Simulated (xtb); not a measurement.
Br4Zr (SMILES [Br][Zr]([Br])([Br])[Br]), singlet, at a GFN2-xTB geometry (such geometries of metal compounds can be far from the true shape). Base run: GFN2-xTB in xtb.

Geometry (Å):
```xyz
5

Zr     0.0000     0.0000     0.0000
Br     1.9551    -0.5327    -1.4377
Br     0.7533     0.2835     2.3506
Br    -1.0598     2.1040    -0.7895
Br    -1.6486    -1.8547    -0.1234
```
Charge 0, spin multiplicity 1.
All else is at xtb's defaults.
Base energy -18.23921 Eh.

The base run was repeated with changes; each row names its change, and settings that it needs were set with it.

```csv
change,ΔE vs base (kJ/mol),HOMO-LUMO gap (eV),G_solv (kcal/mol),SCF cycles
base,0.00,2.49,-,11
gbsa = methanol,-55.7,2.64,-13.76,11
acc = 1000,0.00,2.49,-,7
file = coord,0.00,2.49,-,11
alpb = acetonitrile,-38.9,2.55,-9.37,11
acc = 0.0001,0.00,2.49,-,15
```

ALPB and GBSA are two models with their own fitted parameters for each solvent, which aren't always the measured dielectric constant.
